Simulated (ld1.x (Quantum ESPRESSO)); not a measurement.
An all-electron radial function and its pseudo partner (Mo (Z = 42))

Columns: radius, all-electron u(r) and pseudo u(r) of the 4p shell (level -41.15 eV) of molybdenum in the configuration [Ar] 3d10 4s2 4p6 4d4 5s2 5p0; LDA (PZ), scalar-relativistic, PAW scheme, ld1.x (Quantum ESPRESSO) 7.5.

```csv
r (bohr),all-electron,pseudo
0.125,0.2048,0.0132
0.250,-0.4454,0.0516
0.375,-0.4754,0.1117
0.500,-0.0875,0.1882
0.625,0.3621,0.2742
0.750,0.7107,0.3624
0.875,0.9218,0.4453
1.000,1.0131,0.5162
1.125,1.0167,0.5697
1.250,0.9645,0.6024
1.375,0.8811,0.6129
1.500,0.7838,0.6018
1.625,0.6840,0.5716
1.750,0.5884,0.5264
1.875,0.5006,0.4711
2.000,0.4223,0.4110
2.125,0.3539,0.3508
2.250,0.2950,0.2946
2.375,0.2448,0.2448
2.500,0.2024,0.2024
2.625,0.1669,0.1669
2.750,0.1373,0.1373
2.875,0.1127,0.1127
3.000,0.0923,0.0923
3.125,0.0755,0.0755
3.250,0.0617,0.0617
```

(1) How many radial nodes do the two functions have?

(2) At about which radius was the pseudo-wave matched?

(3) Is the pseudo-wave norm-conserving?

Results:

(1) The all-electron 4p function has n − l − 1 = 2; the pseudo-wave has 0, since the states of the same l below it are removed with the core.

(2) 2.50 bohr. The columns agree to 0.0005 from 2.25 bohr on; several derivatives are matched, so the curves merge somewhat inside the radius.

(3) No, it belongs to a PAW set: the norm inside the radius is not constrained, and the difference is carried by the augmentation charge.
